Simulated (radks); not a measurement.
Results of a calculation; reference values are marked as such.
Cl3+, 14 electrons, occupied as [Ne] 3s2 3p(1/2: 2, 3/2: 0) (the NIST ground configuration). Code: a radial shooting solver on a logarithmic mesh with Libxc functionals. Model: Dirac Kohn-Sham, PBE, spin-unpolarised, spherical densities, finite nucleus; Fermi nuclear charge, rms radius 3.3654 fm.

Normalised radial functions P(r) = r R(r) (large component), r in bohr:

```
   r/bohr * 2p3/2 (the largest magnitude, 1.51, reaches the edge; | marks zero)
 0.003336 *
 0.004207 *
 0.005348 *
 0.006744 *
 0.008573 *
   0.0109 |*
  0.01374 |*
  0.01747 | *
  0.02204 | *
  0.02801 |   *
  0.03533 |    *
  0.04491 |       *
  0.05664 |          *
    0.072 |               *
  0.09153 |                      *
   0.1154 |                             *
   0.1467 |                                     *
   0.1851 |                                             *
   0.2352 |                                                   *
   0.2967 |                                                      *
   0.3771 |                                                    *
   0.4756 |                                            *
   0.6046 |                                 *
   0.7686 |                     *
   0.9694 |           *
    1.232 |    *
    1.554 | *
    1.976 *
    2.491 *
    3.167 *
    3.994 *
    5.078 *
```

2p3/2: eigenvalue -236.05 eV, 0 radial nodes, <r> = 0.406 bohr, 90 % of the charge inside 0.674 bohr.
